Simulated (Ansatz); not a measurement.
Geometry optimisation, Ansatz, RKS r2SCANh-D4/STO-3G.

The input (input.yaml):

```yaml
crystal:
  periodic: [false, false, false]
  atoms:
    - { symbol: C, position_ang: [0.2473, -2.1395, -0.8036] }
    - { symbol: "N", position_ang: [1.0409, -1.0836, -0.2022] }
    - { symbol: C, position_ang: [0.7567, 0.288, -0.7064] }
    - { symbol: Si, position_ang: [-0.6544, 1.157, -0.0107] }
    - { symbol: P, position_ang: [-0.6857, 1.0734, 2.1987] }
    - { symbol: Cl, position_ang: [-0.7502, 3.1256, -0.5899] }
    - { symbol: H, position_ang: [0.3277, -2.0864, -1.9014] }
    - { symbol: H, position_ang: [-0.8171, -1.9505, -0.56] }
    - { symbol: H, position_ang: [0.5137, -3.0668, -0.4226] }
    - { symbol: H, position_ang: [0.9803, -1.1246, 0.8409] }
    - { symbol: H, position_ang: [0.7521, 0.2904, -1.7675] }
    - { symbol: H, position_ang: [1.6817, 0.8966, -0.3981] }
    - { symbol: H, position_ang: [-2.0356, 0.5407, -0.497] }
    - { symbol: H, position_ang: [0.3396, 2.0191, 2.4128] }
    - { symbol: H, position_ang: [-1.7189, 2.0098, 2.4364] }
basis:
  gaussian: { orbitals: STO-3G }
hamiltonian:
  xc: r2scanh
  dispersion: d4
relax:
  f_tol: 0.02
  max_steps: 40
output:
  orbitals: {}
```

Command:

```bash
$ ansatz run input.yaml --threads 1 --pin off --max-ram 2048MiB --backend cpu --events-out ev --progress --plain --runs-dir out
```

Problem. Where does it end, and by what steps?

Solution. The run converged. Limits of this set-up: minimal basis. After 13 steps the energy has fallen by 0.880 eV; H8 moved furthest, 0.52 Å.

```
step  energy less start (eV)  largest force component (eV/Å)  accepted
   0                  0.0000                           5.244       yes
   1                 -0.6860                           1.316       yes
   2                 -0.8254                           0.664       yes
   3                 -0.8565                           0.228       yes
   4                 -0.8643                           0.083       yes
   5                 -0.8661                           0.063       yes
   6                 -0.8693                           0.133       yes
   7                 -0.8719                           0.168       yes
   8                 -0.8739                           0.119       yes
   9                 -0.8752                           0.134       yes
  10                 -0.8780                           0.059       yes
  11                 -0.8790                           0.041       yes
  12                 -0.8794                           0.032       yes
  13                 -0.8795                           0.017       yes
```

```xyz
15
Properties=species:S:1:pos:R:3
C 0.123 -2.000 -0.576
N 1.254 -1.038 -0.320
C 0.877 0.341 -0.816
Si -0.684 1.142 -0.075
P -0.807 0.726 2.098
Cl -0.565 3.216 -0.495
H -0.036 -2.072 -1.662
H -0.836 -1.715 -0.102
H 0.415 -2.990 -0.196
H 1.299 -0.954 0.735
H 0.773 0.274 -1.909
H 1.740 0.997 -0.618
H -1.885 0.692 -0.748
H 0.166 1.689 2.419
H -1.857 1.640 2.296
```

Whether the end is a true minimum wasn't checked by a vibrational analysis.

Time of the run: 2 min on 1 thread of AMD EPYC 7R43 64-Core Processor (Zen 3), with other jobs on the host, peak memory 0.23 GiB.
